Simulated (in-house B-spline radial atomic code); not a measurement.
## Binding energies in the bromine ion Br⁸⁺

NIST's tabulated ground configuration is [Ar] 3d9; each binding energy is the energy of the ion with one electron taken from that subshell, relaxed, less that of the parent. All numbers are computed (Dirac-Hartree-Fock, average of configuration; Fermi nucleus of rms radius 4.1629 fm) with a radial B-spline atomic code at the basis-set limit, not measured. Energies include first-order Breit, QED and recoil terms.

| subshell | X-ray name | binding energy (eV) | -ε (eV) | relaxation (eV) |
| --- | --- | --- | --- | --- |
| 1s | K | 13644.2 | 13719.3 | 45.0 |
| 2s | L1 | 1956.2 | 1978.4 | 19.6 |
| 2p1/2 | L2 | 1765.8 | 1790.2 | 21.9 |
| 2p3/2 | L3 | 1719.1 | 1742.3 | 21.4 |
| 3s | M1 | 417.2 | 420.9 | 3.4 |
| 3p1/2 | M2 | 349.6 | 353.4 | 3.4 |
| 3p3/2 | M3 | 342.4 | 345.9 | 3.3 |
| 3d | M4,5 | 226.8 | 230.5 | 3.6 |

Relaxation = -ε minus the binding energy without Breit, QED and recoil terms.

Emission lines follow as differences of binding energies, with λ = 12398.42 eV·Å / E:

```tsv
line	holes	energy (eV)	wavelength (Å)
K-L3	1s → 2p3/2	11925.1	1.0397
K-L2	1s → 2p1/2	11878.4	1.0438
K-M3	1s → 3p3/2	13301.8	0.93209
L1-M3	2s → 3p3/2	1613.8	7.6827
L3-M1	2p3/2 → 3s	1301.9	9.5233
```

Task: What screening constant σ does Moseley's law, E = (3/4)·13.6057 eV·(Z - σ)², need for K-L3?

Result: σ = 0.81.

Task: What does it cost to remove both a 1s and a 2p1/2 electron?

Result: 15560 eV, which is 149.7 eV more than the two single binding energies together.

Task: What does it cost to remove both a 2p3/2 and a 3s electron?

Result: 2180.8 eV, which is 44.56 eV more than the two single binding energies together.

Task: What does it cost to remove both a 2p1/2 and a 3d electron?

Result: 2037.2 eV, which is 44.56 eV more than the two single binding energies together.
